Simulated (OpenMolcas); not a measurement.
Computed levels of 4s² 4p⁴ in ions with 34 electrons, in cm-1 above ³P₂.

```
Program             : OpenMolcas 26.06
Method              : RASSCF
Basis               : ANO-R2
Scalar Hamiltonian  : X2C, finite nucleus
Spin-orbit coupling : state interaction with AMFI integrals over the reference wave functions, term energies averaged over their components
```

Active space for each ion: 6 electrons in 9 orbitals (RAS2 4s 4p; RAS3 4d, at most 2 electrons).

```
Level     Se   Kr2+
  ³P₁   1788   3986
  ³P₀   2367   4891
  ¹D₂  11189  16447
  ¹S₀  23904  34238
```

Estimate ³P₀, ¹D₂, ¹S₀ for Br+ from its neighbours Se and Kr2+.

³P₀ is fine structure, which grows about as the fourth power of a screened charge, so the fourth roots are averaged: ((2367^0.25 + 4891^0.25) / 2)^4 = 3459. The calculation gives 3530, so the estimate is off by -2.0 %; the measured value is 3837 (NIST Handbook of Basic Atomic Spectroscopic Data).
¹D₂ is another term, which grows about linearly with the charge: (11189 + 16447) / 2 = 13818. The calculation gives 13691, so the estimate is off by +0.9 %; the measured value is 12089 (NIST Handbook of Basic Atomic Spectroscopic Data).
¹S₀ is another term, which grows about linearly with the charge: (23904 + 34238) / 2 = 29071. The calculation gives 29028, so the estimate is off by +0.1 %; the measured value is 27867 (NIST Handbook of Basic Atomic Spectroscopic Data).

Active for correlation alone: 4d; no level in the range computed is led by a configuration that fills it, so any true level of that kind is missing. Some high roots are left out of the spin-orbit mixing, which shifts the levels that they would mix with (holds for Se). Without dynamic correlation excited terms often stand tens of per cent too high (terms of higher spin than the ground term too low), and those without a measured partner can miss by more than the paired ones (holds for Se; Br+). Computed and measured levels are paired by configuration, term and J; levels that our copy of the source lacks, or whose pairing is in doubt (as where it misses far off the trend of its configuration), stay unpaired and out of the deviations. Only configurations of the active space appear.
